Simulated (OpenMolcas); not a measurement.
O3+, S3+, Se3+, Te3+: ns2 np down the group

```json
{"Program": "OpenMolcas 26.06", "Method": "MS-CASPT2, IPEA 0.25 Eh, imaginary shift 0.1 Eh", "Basis": "ANO-RCC-VQZP", "Scalar Hamiltonian": "DKH2, point nucleus", "Spin-orbit coupling": "RASSI with atomic mean-field integrals over the reference wave functions, term energies averaged over their components"}
```

Active space for each ion: 3 electrons in 4 orbitals (s p); closed shells correlated by CASPT2: O3+ 1s; S3+ 2s 2p; Se3+ 3d; Te3+ 4d.

Computed levels in cm-1 above 2P* 1/2:

```csv
Level,O3+,S3+,Se3+,Te3+
2P* 3/2,355,841,3850,7980
weight of 2P* in the lowest level (%),100,100,100,100
```

Measured, with the error of the calculation in %. Measured levels: O3+ from Moore, Selected Tables of Atomic Spectra, NSRDS-NBS 3, section 10; S3+ from NIST levels in Podobedova, Kelleher and Wiese, J. Phys. Chem. Ref. Data 38, 171 (2009); Se3+ from Moore, Atomic Energy Levels, vol. II, NSRDS-NBS 35 (1971 reprint of NBS Circular 467, 1952); Te3+ from Moore, Atomic Energy Levels, vol. III, NSRDS-NBS 35 (1971 reprint of NBS Circular 467, 1958).

```
  Level         O3+          S3+          Se3+          Te3+
2P* 3/2  386 (-8.0)  951 (-11.6)  4376 (-12.0)  9223 (-13.5)
```

The fine-structure level 2P* 3/2 changes by a factor of 22.5 from O3+ to Te3+.

Over all roots computed the reference weight is 0.88 to 0.99 in S3+, 0.89 to 0.98 in Se3+, 0.86 to 0.94 in Te3+; the roots of lowest weight are the least certain, and an intruder state may touch them. Computed and measured levels are paired by configuration, term and J; levels that our copy of the source lacks, or whose pairing is in doubt (as where it misses far off the trend of its configuration), stay unpaired and out of the deviations. Only configurations of the active space appear.

* marks odd parity.
